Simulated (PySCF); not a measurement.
J couplings in ethylidenecyclopentane

Molfile (atoms numbered from 1):
```
C7H12
     RDKit          3D

 19 19  0  0  0  0  0  0  0  0999 V2000
    2.8146   -0.4198   -0.3143 C   0  0  0  0  0  0  0  0  0  0  0  0
    1.7016    0.4195    0.2227 C   0  0  0  0  0  0  0  0  0  0  0  0
    0.3931    0.1700    0.0977 C   0  0  0  0  0  0  0  0  0  0  0  0
   -0.7165    1.0380    0.6559 C   0  0  0  0  0  0  0  0  0  0  0  0
   -1.9689    0.5812   -0.0950 C   0  0  0  0  0  0  0  0  0  0  0  0
   -1.7287   -0.9153   -0.2910 C   0  0  0  0  0  0  0  0  0  0  0  0
   -0.2368   -1.0019   -0.6315 C   0  0  0  0  0  0  0  0  0  0  0  0
    3.4641    0.1621   -0.9901 H   0  0  0  0  0  0  0  0  0  0  0  0
    3.4660   -0.7901    0.4959 H   0  0  0  0  0  0  0  0  0  0  0  0
    2.4477   -1.2918   -0.8736 H   0  0  0  0  0  0  0  0  0  0  0  0
    1.9985    1.3251    0.7663 H   0  0  0  0  0  0  0  0  0  0  0  0
   -0.8379    0.8346    1.7356 H   0  0  0  0  0  0  0  0  0  0  0  0
   -0.5064    2.1136    0.5573 H   0  0  0  0  0  0  0  0  0  0  0  0
   -2.0212    1.0819   -1.0770 H   0  0  0  0  0  0  0  0  0  0  0  0
   -2.9048    0.8078    0.4373 H   0  0  0  0  0  0  0  0  0  0  0  0
   -1.9277   -1.4464    0.6554 H   0  0  0  0  0  0  0  0  0  0  0  0
   -2.3755   -1.3674   -1.0576 H   0  0  0  0  0  0  0  0  0  0  0  0
   -0.0877   -0.8848   -1.7199 H   0  0  0  0  0  0  0  0  0  0  0  0
    0.2118   -1.9695   -0.3580 H   0  0  0  0  0  0  0  0  0  0  0  0
  1  2  1  0
  2  3  2  3
  3  4  1  0
  4  5  1  0
  5  6  1  0
  6  7  1  0
  7  3  1  0
  1  8  1  0
  1  9  1  0
  1 10  1  0
  2 11  1  0
  4 12  1  0
  4 13  1  0
  5 14  1  0
  5 15  1  0
  6 16  1  0
  6 17  1  0
  7 18  1  0
  7 19  1  0
M  END
```

Indirect spin–spin couplings were computed at B3LYP/pcJ-1 (without the spin–dipole term) (PySCF 2.14.0 with density-fitted response routines) on a PBE0-D3(BJ)/def2-SVP structure, for the isolated molecule, without vibrational or relativistic corrections. Couplings are averaged over pairs made equivalent by symmetry, fast rotation or ring inversion, so a value needn't be that of the named pair in this geometry, while other rotamers aren't included; one pair stands for each set, and the list holds a selection of those of at least 0.8 Hz over up to four bonds.

Isotopes: ¹³C, ¹H.

| pair | bonds | J (Hz) |
| --- | --- | --- |
| C1, C2 | 1 | 47.9 |
| C1, H8 | 1 | 132.0 |
| C2, C3 | 1 | 82.1 |
| C2, H11 | 1 | 157.5 |
| C3, C4 | 1 | 43.8 |
| C3, C7 | 1 | 42.8 |
| C4, C5 | 1 | 35.0 |
| C4, H12 | 1 | 135.4 |
| C5, C6 | 1 | 33.0 |
| C5, H14 | 1 | ? |
| C6, C7 | 1 | 35.4 |
| C6, H16 | 1 | ? |
| C7, H18 | 1 | ? |
| C4, C6 | 2 | 1.5 |
| C5, C7 | 2 | 1.4 |
| C6, H14 | 2 | -2.6 |
| C1, C4 | 3 | 4.4 |
| C2, C5 | 3 | 4.0 |
| C2, C6 | 3 | ? |
| C3, H14 | 3 | 4.7 |
| C4, H16 | 3 | 4.8 |
| C4, H18 | 3 | ? |
| C5, H18 | 3 | ? |
| C7, H11 | 3 | ? |
| H8, H11 | 3 | 8.1 |
| H12, H14 | 3 | ? |

**Question.** Estimate the withheld couplings, with signs.

**Answer.** 
- ¹J(C5,H14) = 135.1 Hz (bond length 1.103 Å, sp3 carbon)
- ¹J(C6,H16) = 135.0 Hz (bond length 1.103 Å, sp3 carbon)
- ¹J(C7,H18) = 135.0 Hz (bond length 1.105 Å, sp3 carbon)
- ³J(C2,C6) = 3.3 Hz (dihedral angle 172°)
- ³J(C4,H18) = 2.8 Hz (mean over equivalent pairs that range from 1.3 to 4.3 Hz in this conformer)
- ³J(C5,H18) = 4.3 Hz (mean over equivalent pairs that range from 0.0 to 8.7 Hz in this conformer)
- ³J(C7,H11) = 7.8 Hz (dihedral angle 179°)
- ³J(H12,H14) = 7.6 Hz (mean over equivalent pairs that range from 0.4 to 14.7 Hz in this conformer)
